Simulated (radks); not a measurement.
Values are calculated unless marked as measured or tabulated.
Question: Species: the scandium ion Sc12+. Configuration: [He] 2s2 2p5. Level of theory: non-relativistic Kohn-Sham, LB94 model potential, spin-polarised, spherical densities, point nucleus; open shells are filled with parallel spins first (a radial shooting solver on a logarithmic mesh with Libxc functionals). Some entries of the table are withheld. Estimate them.

orbital,occ.,eigenvalue (eV),<r^2> (bohr^2)
1s down,1,-4816.637,0.007192
1s up,1,-4815.523,0.007199
2s up,1,(1),0.1323
2s down,1,(2),0.1328
2p up,3,-753.3397,0.1062
2p down,2,-748.1553,0.1066

Answer: 
(1) 2s up eigenvalue (eV): -827.3132
(2) 2s down eigenvalue (eV): -822.0663
